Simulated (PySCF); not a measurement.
## [Tm(H2O)]2+ at several levels of theory

Computed with PySCF 2.14.0 (density fitting, no spin-orbit coupling) at the geometry relaxed with PBE0:

```xyz
4
[Tm(H2O)]2+ (singlet in the valence; each metal's 4f electrons, 13 of them, lie in its core potential, out of spins and levels)
Tm    0.0000    0.0000   -0.0986
O     0.0000    0.0000    2.2544
H     0.7673    0.0000    2.8592
H    -0.7673    0.0000    2.8592
```

| level | basis | state | HOMO (eV) | gap (eV) | charge on Tm1 (e) | population of f-type functions on Tm1 (polarisation alone where 4f lies in the core) | dipole about the centre of mass (D) | largest force component (eV/Å) |
| --- | --- | --- | --- | --- | --- | --- | --- | --- |
| PBE0 | Tm lcecp-0-SVP with ECP59, O def2-SVP, H def2-SVP | singlet | – | – | 1.76 | 0.01 | 2.04 | 0.00 |
| r2SCAN | the same | singlet | – | – | 1.76 | 0.01 | 2.03 | 0.12 |
| PBE0 | Tm lcecp-0-TZVP with ECP59, O def2-TZVP, H def2-TZVP | singlet | – | – | 1.86 | 0.01 | 2.11 | 0.22 |

In the lcecp rows the 4f levels are missing from HOMO and gap, and the state counts the valence alone.

Charges are Mulliken's, which hang on the basis. The relaxation used the grid (50, 194), these runs (75, 302) or, all-electron (x2c bases, spin-free X2C Hamiltonian), (99, 590).

Q: What does CAM-B3LYP with Tm lcecp-0-SVP with ECP59, O def2-SVP, H def2-SVP give here?

A: state singlet, charge on Tm1 (e) 1.75, population of f-type functions on Tm1 (polarisation alone where 4f lies in the core) 0.01, dipole about the centre of mass (D) 2.07, largest force component (eV/Å) 0.16. Time: 1.4 s on 2 threads of Arm Neoverse V2 (shared host), from an already converged density.

An lcecp potential fixes the number of 4f electrons, so in runs with it no electron can move into or out of that shell.
